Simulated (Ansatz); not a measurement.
Mulliken charges of `[F][Sn]([Br])([Br])[Br]` from PBE/def2-TZVPP in Ansatz (PBE0-D4/def2-TZVP geometry).

```json
{"atom": "F1", "x (Å)": "-0.560", "y (Å)": "-0.108", "z (Å)": "1.843", "charge (e)": "-0.392"}
{"atom": "Sn2", "x (Å)": "-0.002", "y (Å)": "-0.017", "z (Å)": "0.031", "charge (e)": "1.087"}
{"atom": "Br3", "x (Å)": "1.969", "y (Å)": "-1.430", "z (Å)": "-0.168", "charge (e)": "-0.232"}
{"atom": "Br4", "x (Å)": "-1.855", "y (Å)": "-0.838", "z (Å)": "-1.315", "charge (e)": "-0.232"}
{"atom": "Br5", "x (Å)": "0.498", "y (Å)": "2.319", "z (Å)": "-0.432", "charge (e)": "-0.232"}
```

By hand: the dipole of these point charges (1 e Å = 4.8032 D).

Σ q r = (0.075, 0.012, -0.244) e Å, of length 0.256 e Å = 1.23 D.

How does the dipole of the full density compare? (Best estimate.)

The calculation gave: (0.085, 0.014, -0.275) e Å, 1.38 D; the point charges give 0.89 times that, at 0° from its direction.

Point charges leave out the atoms' own dipoles, such as those of lone pairs, and Mulliken's split depends on the basis, so the close match here is no proof of good charges.
